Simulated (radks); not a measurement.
Spherical quantum dot in the effective-mass picture: electrons in a parabolic well V = omega^2 r^2 / 2 with omega = 3.75, all in effective atomic units (hartree* = m*/eps^2 hartree, bohr* = eps/m* bohr), one dielectric constant everywhere. Calculated with a radial shooting solver with Libxc functionals: non-relativistic Kohn-Sham, exchange-only LDA, spin-polarised, spherical densities. Levels are named by radial order and angular momentum (1s, 1p, 1d, 2s, ...), and open shells are averaged over m. Results are scaled to m* = 0.06 and eps = 11.7, for which hartree* = 11.93 meV and bohr* = 10.32 nm.

N = 24, configuration 1s2 1p6 1d10 2s2 1f(up 4, down 0). This is the lowest configuration that the search found. Occupied and some empty levels:

| level | occupation | eigenvalue (meV) | <r> (nm) |
|---|---|---|---|
| 1s up | 1 | 332.65 | 7.825 |
| 1s down | 1 | 333.40 | 7.756 |
| 1p up | 3 | 359.30 | 10.03 |
| 1p down | 3 | 360.50 | 9.976 |
| 1d up | 5 | 388.10 | 11.64 |
| 1d down | 5 | 389.58 | 11.61 |
| 2s up | 1 | 391.85 | 10.42 |
| 2s down | 1 | 392.97 | 10.44 |
| 1f up | 4 | 418.85 | 12.93 |
| 1f down | 0 | 420.47 | 12.93 |
| 2p up | 0 | 424.68 | 11.78 |
| 2p down | 0 | 425.79 | 11.80 |
| 1g up | 0 | 451.33 | 14.05 |
| 1g down | 0 | 452.98 | 14.05 |
| 2d up | 0 | 458.64 | 13.03 |
| 2d down | 0 | 459.77 | 13.04 |

Energy (meV): total 6375.42, kinetic 1210.4, external 2528.6, Hartree 2879.8, exchange-correlation -243.40.
